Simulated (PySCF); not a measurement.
Species: C3H9B.
SMILES: `BC(C)C`

The closed-shell ground state was solved at several levels (PySCF, density fitting, gas phase, non-relativistic). One conformer (not necessarily the lowest) at the GFN2-xTB geometry, without solvent, vibrations or thermal averaging.

| level | basis functions | HOMO (eV) | LUMO (eV) | gap (eV) | dipole (D) |
| --- | --- | --- | --- | --- | --- |
| PBE0/pcSseg-1 | 113 | -8.47 | -1.35 | 7.12 | 0.49 |
| PBE0/def2-SVPD | 152 | -8.46 | -1.37 | 7.09 | 0.54 |

**Question.** What might wB97X-D/def2-SVPD (152 basis functions) give for the same quantities?

**Answer.** HOMO -10.36 eV, LUMO 0.60 eV, gap 10.96 eV, dipole 0.49 D.

**Question.** Over all these levels, which gives the widest orbital gap and which the narrowest?

**Answer.** wB97X-D/def2-SVPD (range-separated hybrid) has the widest, 10.96 eV, and PBE0/def2-SVPD (global hybrid, 25 % exact exchange) the narrowest, 7.09 eV. The two share the basis. From the narrowest to the widest the HOMO moves by -1.90 eV and the LUMO by +1.97 eV.

**Question.** How far do the dipole and the HOMO energy spread over the levels?

**Answer.** The dipole runs from 0.49 to 0.54 D (mean 0.51 D) and the HOMO from -10.36 to -8.46 eV.
